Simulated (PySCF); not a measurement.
PySCF job for Bi(Br)(TeH)2 (BiBrH2Te2), SMILES [Br][Bi]([TeH])[TeH], TDDFT-PBE/def2-SVPD. Coordinates come from a B3LYP-D3(BJ)/def2-SVP optimisation. The structure was generated by enumeration; whether it is a known compound was not checked. The def2 effective core potentials stand for the cores of Bi, Te; spin–orbit coupling is left out.

```python
import numpy as np
from pyscf import gto, scf, dft, tdscf

mol = gto.M(
    atom='''
    Bi   -0.05673935    0.18039782    0.92288486
    Br   -1.91829170   -1.68922975    0.52024635
    Te   -0.92999780    1.70253803   -1.37582925
    H     0.38609403    2.72986629   -1.23218468
    Te    2.24927773   -0.87675109   -0.44256512
    H     2.86092461   -1.52076530    0.98062571
    ''',
    basis='def2-SVPD',
    ecp={'Bi': 'def2-svp', 'Te': 'def2-svp'},
    charge=0,
    spin=0,
    max_memory=1600,
    verbose=4,
)
mf = dft.RKS(mol, xc='pbe').density_fit(auxbasis='def2-universal-jkfit')
mf.grids.level = 3
mf.conv_tol = 1e-9
mf.max_cycle = 100
mf.kernel()
mf.grids = dft.Grids(mol).set(level=1).build(with_non0tab=True)  # coarser grid for the response kernel
td = tdscf.TDDFT(mf)
td.singlet = True
td.nstates = 10
td.conv_tol = 1e-4
td.positive_eig_threshold = 1e-6
td.kernel(x0=td.get_init_guess(mf, 15))
td.analyze()
tt = tdscf.TDA(mf)
tt.singlet = False
tt.nstates = 4
tt.conv_tol = 1e-4
tt.positive_eig_threshold = 1e-6
tt.kernel(x0=tt.get_init_guess(mf, 9))
tt.analyze(verbose=3)
```

Output:

```
PySCF version 2.14.0

[INPUT] verbose = 4
[INPUT] num. atoms = 6
[INPUT] num. electrons = 108
[INPUT] charge = 0
[INPUT] spin (= nelec alpha-beta = 2S) = 0
[INPUT] symmetry False subgroup None
[INPUT] Mole.unit = angstrom
[INPUT] Symbol           X                Y                Z      unit          X                Y                Z       unit  Magmom
[INPUT]  1 Bi    -0.056739350000   0.180397820000   0.922884860000 AA   -0.107221831986   0.340902473269   1.743999629908 Bohr   0.0
[INPUT]  2 Br    -1.918291700000  -1.689229750000   0.520246350000 AA   -3.625045940026  -3.192181588968   0.983123118805 Bohr   0.0
[INPUT]  3 Te    -0.929997800000   1.702538030000  -1.375829250000 AA   -1.757441138448   3.217330593357  -2.599940476666 Bohr   0.0
[INPUT]  4 H      0.386094030000   2.729866290000  -1.232184680000 AA    0.729611975030   5.158699644783  -2.328491580085 Bohr   0.0
[INPUT]  5 Te     2.249277730000  -0.876751090000  -0.442565120000 AA    4.250518887783  -1.656819439514  -0.836326869085 Bohr   0.0
[INPUT]  6 H      2.860924610000  -1.520765300000   0.980625710000 AA    5.406363975928  -2.873829916742   1.853114022607 Bohr   0.0

nuclear repulsion = 682.765014976228
number of shells = 61
number of NR pGTOs = 310
number of NR cGTOs = 159
basis = def2-SVPD
ecp = {'Bi': 'def2-svp', 'Te': 'def2-svp'}


[settings echo left out]
init E= -3241.08015759216
  HOMO = -1.35762222941377  LUMO = -1.09811076757694  gap/eV = 7.06167
cycle= 1 E= -3314.26720594933  delta_E= -73.2  |g|= 5.36  |ddm|= 21.1
  HOMO = -0.00888091119814002  LUMO = 0.00351448837085153  gap/eV = 0.33730
cycle= 2 E= -3130.99430466018  delta_E=  183  |g|= 17.4  |ddm|= 93.6
  HOMO = -0.0471565779969124  LUMO = -0.0358725176347273  gap/eV = 0.30705
cycle= 3 E= -3320.69691541693  delta_E= -190  |g|= 3.29  |ddm|= 91.6
  HOMO = -0.242110835868835  LUMO = -0.226784144670641  gap/eV = 0.41706
cycle= 4 E= -3318.07975265751  delta_E= 2.62  |g|= 3.11  |ddm|= 8.14
  HOMO = -0.187409731942098  LUMO = -0.177939331641942  gap/eV = 0.25770
cycle= 5 E= -3323.82895452293  delta_E= -5.75  |g|= 1.76  |ddm|= 7.36
  HOMO = -0.184512709808341  LUMO = -0.136760698865708  gap/eV = 1.29940
cycle= 6 E= -3325.31796009216  delta_E= -1.49  |g|= 0.509  |ddm|= 4.25
  HOMO = -0.205966546336052  LUMO = -0.131891076126753  gap/eV = 2.01570
cycle= 7 E= -3325.41278199001  delta_E= -0.0948  |g|= 0.284  |ddm|= 1.23
  HOMO = -0.204646394507646  LUMO = -0.110240179363236  gap/eV = 2.56892
cycle= 8 E= -3325.43873949679  delta_E= -0.026  |g|= 0.148  |ddm|= 0.702
  HOMO = -0.204885169638239  LUMO = -0.124441477811874  gap/eV = 2.18898
cycle= 9 E= -3325.44313191686  delta_E= -0.00439  |g|= 0.106  |ddm|= 0.409
  HOMO = -0.20749189820914  LUMO = -0.119559245390634  gap/eV = 2.39277
cycle= 10 E= -3325.44790975717  delta_E= -0.00478  |g|= 0.0324  |ddm|= 0.213
  HOMO = -0.206472735077325  LUMO = -0.11945992946807  gap/eV = 2.36774
cycle= 11 E= -3325.44830430873  delta_E= -0.000395  |g|= 0.00689  |ddm|= 0.0541
  HOMO = -0.20644508842803  LUMO = -0.119358909882096  gap/eV = 2.36974
cycle= 12 E= -3325.44831988315  delta_E= -1.56e-05  |g|= 0.0026  |ddm|= 0.015
  HOMO = -0.206621657453856  LUMO = -0.119424941084546  gap/eV = 2.37274
cycle= 13 E= -3325.44832265138  delta_E= -2.77e-06  |g|= 0.000679  |ddm|= 0.00553
  HOMO = -0.206604443342492  LUMO = -0.119421340312262  gap/eV = 2.37237
cycle= 14 E= -3325.44832285051  delta_E= -1.99e-07  |g|= 0.000158  |ddm|= 0.00115
  HOMO = -0.206598688011414  LUMO = -0.119419647148483  gap/eV = 2.37226
cycle= 15 E= -3325.44832286071  delta_E= -1.02e-08  |g|= 3.21e-05  |ddm|= 0.000311
  HOMO = -0.206601089993345  LUMO = -0.11941897158521  gap/eV = 2.37235
cycle= 16 E= -3325.44832286114  delta_E= -4.35e-10  |g|= 1.09e-05  |ddm|= 7.65e-05
  HOMO = -0.206599013447447  LUMO = -0.119419194099867  gap/eV = 2.37228
Extra cycle  E= -3325.44832286094  delta_E= 2e-10  |g|= 2.31e-05  |ddm|= 6.57e-05
converged SCF energy = -3325.44832286094
tot grids = 37088
Overwritten attributes  positive_eig_threshold  of <class 'pyscf.tdscf.rks.CasidaTDDFT'>


******** <class 'pyscf.tdscf.rks.CasidaTDDFT'> for <class 'pyscf.df.df_jk.DFRKS'> ********
nstates = 10 singlet
deg_eia_thresh = 1.000e-03
wfnsym = None
conv_tol = 0.0001
eigh lindep = 1e-12
eigh level_shift = 0
eigh max_cycle = 100


Excitation energies (eV)
[2.48025334 2.68241561 2.80642218 2.84720917 3.08885847 3.23210695
 3.52292473 3.65687982 3.73107889 3.94320202]

** Singlet excitation energies and oscillator strengths **
Excited State   1:      2.48025 eV    499.89 nm  f=0.0061
      54 -> 55        0.69197
Excited State   2:      2.68242 eV    462.21 nm  f=0.0014
      53 -> 55       -0.46746
      53 -> 56        0.39856
      54 -> 56        0.32888
Excited State   3:      2.80642 eV    441.79 nm  f=0.0044
      53 -> 55        0.15414
      53 -> 56       -0.32990
      54 -> 56        0.60065
Excited State   4:      2.84721 eV    435.46 nm  f=0.0132
      53 -> 55        0.41917
      53 -> 56        0.44299
      54 -> 56        0.14686
      54 -> 57       -0.30723
Excited State   5:      3.08886 eV    401.39 nm  f=0.0211
      53 -> 55       -0.21894
      53 -> 56       -0.14512
      53 -> 57        0.30230
      54 -> 57       -0.55590
Excited State   6:      3.23211 eV    383.60 nm  f=0.0104
      52 -> 55       -0.10146
      53 -> 57       -0.63042
      54 -> 57       -0.24659
Excited State   7:      3.52292 eV    351.94 nm  f=0.0110
      51 -> 55        0.16061
      52 -> 55       -0.66658
Excited State   8:      3.65688 eV    339.04 nm  f=0.0057
      51 -> 55        0.54571
      51 -> 56       -0.23304
      52 -> 55        0.12748
      52 -> 56       -0.32090
      52 -> 57        0.14057
Excited State   9:      3.73108 eV    332.30 nm  f=0.0124
      51 -> 55        0.38313
      51 -> 56        0.28003
      52 -> 56        0.49879
Excited State  10:      3.94320 eV    314.43 nm  f=0.0201
      49 -> 56        0.10451
      50 -> 56       -0.14333
      51 -> 56        0.56853
      51 -> 57        0.16492
      52 -> 56       -0.29074
      54 -> 58       -0.12021

** Transition electric dipole moments (AU) **
state          X           Y           Z        Dip. S.      Osc.
  1         0.0649     -0.2671      0.1563      0.1000      0.0061
  2         0.1474     -0.0107     -0.0142      0.0220      0.0014
  3        -0.1622      0.0834      0.1749      0.0639      0.0044
  4        -0.4205     -0.0263      0.1053      0.1886      0.0132
  5         0.4847     -0.1659      0.1280      0.2789      0.0211
  6         0.2919     -0.2057     -0.0663      0.1319      0.0104
  7        -0.1692      0.0687      0.3066      0.1274      0.0110
  8         0.2210     -0.0224     -0.1206      0.0639      0.0057
  9         0.1979     -0.2888      0.1135      0.1355      0.0124
 10         0.0448      0.3293     -0.3124      0.2081      0.0201

WARN: ECP detected. Skipping calculation of transition velocity and magnetic dipole moments, which have not yet been implemented.

Overwritten attributes  positive_eig_threshold  of <class 'pyscf.tdscf.rks.TDA'>


******** <class 'pyscf.tdscf.rks.TDA'> for <class 'pyscf.df.df_jk.DFRKS'> ********
nstates = 4 triplet
deg_eia_thresh = 1.000e-03
wfnsym = None
conv_tol = 0.0001
eigh lindep = 1e-12
eigh level_shift = 0
eigh max_cycle = 100


Excitation energies (eV)
[2.28998278 2.35365182 2.45294875 2.70087678]

** Triplet excitation energies and oscillator strengths **
Excited State   1:      2.28998 eV    541.42 nm  f=0.0000
Excited State   2:      2.35365 eV    526.77 nm  f=0.0000
Excited State   3:      2.45295 eV    505.45 nm  f=0.0000
Excited State   4:      2.70088 eV    459.05 nm  f=0.0000
```

Self-consistency was reached.

Cost: around 60 core-seconds (rough).
